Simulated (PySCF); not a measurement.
**Polarisability and C₆ of C(2+) (carbon, charge +2)**

[He] 2s1 2p1, high-spin 3P determinant (an excited configuration). Computed with PySCF 2.14 in dyall-acv3z, with the non-relativistic Hamiltonian (point nucleus). Coupled (time-dependent) response in atomic units; α is the mean over directions.

```csv
method,mean α (bohr³),"α xx, yy, zz",C₆ (like pair),S(−4)
UHF,2.823,"3.558, 1.354, 3.558",3.449,12.70
PBE,2.854,"3.559, 1.443, 3.559",3.421,14.66
PBE0,2.850,"3.569, 1.413, 3.569",3.428,14.23
wB97X-V,2.871,"3.585, 1.443, 3.585",3.500,14.01
```

S(−4) is the Cauchy moment in α(ω) = α(0) + S(−4) ω² + …

α(iu) at PBE0:

```json
{"u (hartree)": "0", "α(iu) (bohr³)": "2.850"}
{"u (hartree)": "0.0500", "α(iu) (bohr³)": "2.815"}
{"u (hartree)": "0.100", "α(iu) (bohr³)": "2.717"}
{"u (hartree)": "0.200", "α(iu) (bohr³)": "2.405"}
{"u (hartree)": "0.300", "α(iu) (bohr³)": "2.059"}
{"u (hartree)": "0.500", "α(iu) (bohr³)": "1.506"}
{"u (hartree)": "0.750", "α(iu) (bohr³)": "1.074"}
{"u (hartree)": "1.00", "α(iu) (bohr³)": "0.8039"}
{"u (hartree)": "1.50", "α(iu) (bohr³)": "0.4947"}
{"u (hartree)": "2.00", "α(iu) (bohr³)": "0.3326"}
{"u (hartree)": "3.00", "α(iu) (bohr³)": "0.1796"}
{"u (hartree)": "5.00", "α(iu) (bohr³)": "0.07823"}
```

A single London oscillator, α(iu) = α/(1 + u²/ω²), gives C₆ = (3/4) ω α². Matching the computed C₆ needs ω = 4 × 3.428 / (3 × 2.850²) = 0.563 hartree.

For an ion, C₆ is the dispersion term alone; charge-induced terms of lower order in 1/R come first.

The components differ because the open shell of this determinant is not spherical; for a pure term their mean is the scalar polarisability.
